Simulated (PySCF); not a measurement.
## EPR parameters of C4H9F2Si2

C₄H₉F₂Si₂ (doublet state).
SMILES with atom numbers: `[CH3:1][SiH:2]/[C:3](=[CH:4]\[SiH3:5])[CH:6]([F:7])[F:8]` (hydrogens: H9, H10, H11 on C1; H12 on Si2; H13 on C4; H14, H15, H16 on Si5; H17 on C6)

Cartesian coordinates in Å at the GFN2-xTB level; atoms count from 1:
```xyz
17
C4H9F2Si2 angstrom
C      1.801   -1.433   -0.948
Si     1.469    0.088    0.119
C     -0.160    0.794    0.547
C     -1.420    0.386    0.200
Si    -1.913   -1.087   -0.824
C     -0.027    2.020    1.402
F      0.666    1.760    2.551
F      0.699    2.995    0.780
H      2.639   -1.249   -1.615
H      0.941   -1.699   -1.552
H      2.057   -2.293   -0.335
H      2.640    0.726    0.702
H     -2.234    0.997    0.576
H     -3.374   -1.165   -0.819
H     -1.449   -0.964   -2.216
H     -1.351   -2.329   -0.271
H     -0.990    2.465    1.695
```

The hyperfine couplings belong to this conformer and change with its torsions.

Computed with UKS B3LYP, pcH-1 on C F H Si, non-relativistic, mean-field spin-orbit, GIAO in PySCF. Isolated species at its GFN2-xTB geometry (one conformer only). Couplings are sensitive to structure, and on GFN2-xTB geometries they can be far from those on DFT ones, by a factor of two or more for some ions and for spin on atoms past the first row. The SCF solution wasn't tested for stability.

| Quantity | Value |
| --- | --- |
| g1, g2, g3 | 2.00220, 2.00348, 2.00441 |
| g_iso | 2.00336 |
| Form of g | rhombic: the two nearest values differ by 42 % of g3 − g1 |
| ⟨S²⟩ | 0.7674 (exact 0.7500) |
| α and β electrons | 40, 39 |
| HOMO–LUMO gap, α and β orbitals | 3.78, 5.47 eV |
| Basis functions | 310 |

Isotropic coupling and dipolar principal values T1 to T3, in 10⁻⁴ cm⁻¹; ρ(0) is the spin density at the nucleus (1 × 10⁻⁴ cm⁻¹ = 2.998 MHz):

```json
{"atom": "C1", "isotope": "13C", "a_iso": "-3.9", "of which spin–orbit": "0.0", "T1": "-0.7", "T2": "-0.2", "T3": "0.9", "Mulliken spin population": "-0.05", "ρ(0) (bohr⁻³)": "-0.0104"}
{"atom": "Si2", "isotope": "29Si", "a_iso": "-43.1", "of which spin–orbit": "0.3", "T1": "-53.3", "T2": "26.5", "T3": "26.8", "Mulliken spin population": "0.83", "ρ(0) (bohr⁻³)": "0.1464"}
{"atom": "C3", "isotope": "13C", "a_iso": "-11.9", "of which spin–orbit": "0.0", "T1": "-5.7", "T2": "2.0", "T3": "3.7", "Mulliken spin population": "-0.16", "ρ(0) (bohr⁻³)": "-0.0317"}
{"atom": "C4", "isotope": "13C", "a_iso": "11.0", "of which spin–orbit": "0.0", "T1": "-10.2", "T2": "-9.8", "T3": "20.0", "Mulliken spin population": "0.41", "ρ(0) (bohr⁻³)": "0.0293"}
{"atom": "Si5", "isotope": "29Si", "a_iso": "6.0", "of which spin–orbit": "0.0", "T1": "-0.4", "T2": "-0.2", "T3": "0.6", "Mulliken spin population": "-0.01", "ρ(0) (bohr⁻³)": "-0.0203"}
{"atom": "C6", "isotope": "13C", "a_iso": "1.1", "of which spin–orbit": "0.0", "T1": "-0.2", "T2": "-0.1", "T3": "0.3", "Mulliken spin population": "-0.01", "ρ(0) (bohr⁻³)": "0.0028"}
{"atom": "F7", "isotope": "19F", "a_iso": "5.4", "of which spin–orbit": "0.0", "T1": "-6.3", "T2": "-0.8", "T3": "7.2", "Mulliken spin population": "0.00", "ρ(0) (bohr⁻³)": "0.0039"}
{"atom": "F8", "isotope": "19F", "a_iso": "6.3", "of which spin–orbit": "0.0", "T1": "-7.1", "T2": "-1.0", "T3": "8.1", "Mulliken spin population": "0.00", "ρ(0) (bohr⁻³)": "0.0045"}
{"atom": "H9", "isotope": "1H", "a_iso": "8.9", "of which spin–orbit": "0.0", "T1": "-0.7", "T2": "-0.6", "T3": "1.4", "Mulliken spin population": "0.01", "ρ(0) (bohr⁻³)": "0.0060"}
{"atom": "H10", "isotope": "1H", "a_iso": "1.7", "of which spin–orbit": "0.0", "T1": "-0.6", "T2": "-0.5", "T3": "1.1", "Mulliken spin population": "0.00", "ρ(0) (bohr⁻³)": "0.0011"}
{"atom": "H11", "isotope": "1H", "a_iso": "18.2", "of which spin–orbit": "0.0", "T1": "-0.9", "T2": "-0.4", "T3": "1.3", "Mulliken spin population": "0.01", "ρ(0) (bohr⁻³)": "0.0122"}
{"atom": "H12", "isotope": "1H", "a_iso": "-14.5", "of which spin–orbit": "0.0", "T1": "-3.6", "T2": "1.2", "T3": "2.3", "Mulliken spin population": "-0.04", "ρ(0) (bohr⁻³)": "-0.0097"}
{"atom": "H13", "isotope": "1H", "a_iso": "-8.6", "of which spin–orbit": "0.0", "T1": "-5.0", "T2": "0.0", "T3": "5.0", "Mulliken spin population": "-0.02", "ρ(0) (bohr⁻³)": "-0.0058"}
{"atom": "H14", "isotope": "1H", "a_iso": "-0.1", "of which spin–orbit": "0.0", "T1": "-0.5", "T2": "-0.4", "T3": "1.0", "Mulliken spin population": "0.00", "ρ(0) (bohr⁻³)": "-0.0001"}
{"atom": "H15", "isotope": "1H", "a_iso": "7.3", "of which spin–orbit": "0.0", "T1": "-0.5", "T2": "-0.3", "T3": "0.8", "Mulliken spin population": "0.01", "ρ(0) (bohr⁻³)": "0.0049"}
{"atom": "H16", "isotope": "1H", "a_iso": "5.3", "of which spin–orbit": "0.0", "T1": "-0.6", "T2": "-0.2", "T3": "0.8", "Mulliken spin population": "0.01", "ρ(0) (bohr⁻³)": "0.0036"}
{"atom": "H17", "isotope": "1H", "a_iso": "-0.5", "of which spin–orbit": "0.0", "T1": "-0.5", "T2": "-0.2", "T3": "0.6", "Mulliken spin population": "0.00", "ρ(0) (bohr⁻³)": "-0.0004"}
```

Largest spin populations (Mulliken): Si2 (+0.83), C4 (+0.41) and C3 (-0.16). The positive populations add up to 1.29 and the negative ones to -0.29, together 2S = 1. The angles at Si2 add up to 359.9°, so it is planar; its axial dipolar tensor and the negative coupling of its proton fit spin in a p orbital normal to that plane.

Axes: g2 points within 14° of the C4–Si5 bond and g3 points within 2° of the Si2–C3 bond.

Under fast tumbling the dipolar parts average out, and these isotropic splittings remain: 1 × 1H (H12, I = 1/2, 2 lines) with 1.55 mT, 3 × 1H (H9/H10/H11, I = 1/2, 4 lines) with 1.02 mT, 1 × 1H (H13, I = 1/2, 2 lines) with 0.92 mT, 2 × 19F (F7/F8, I = 1/2, 3 lines) with 0.63 mT, 3 × 1H (H14/H15/H16, I = 1/2, 4 lines) with 0.45 mT and 1 × 1H (H17, I = 1/2, 2 lines) with 0.06 mT.

Nuclei that the bonding pattern makes equivalent are averaged, as if the motion that swaps them (rotation, inversion, ring flip) were fast. The three 1H nuclei of mean +28.7 MHz run from 5.0 to 54.4 MHz in the frozen geometry. The three 1H nuclei of mean +12.5 MHz run from -0.3 to 21.9 MHz in the frozen geometry.

The 13C coupling of C3 (-35.6 MHz) shows only in satellite lines or after enrichment, since that isotope makes up about 1.07 % of natural carbon.

The 29Si coupling of Si2 (-129.1 MHz) shows only in satellite lines or after enrichment, since that isotope makes up about 4.7 % of natural silicon.
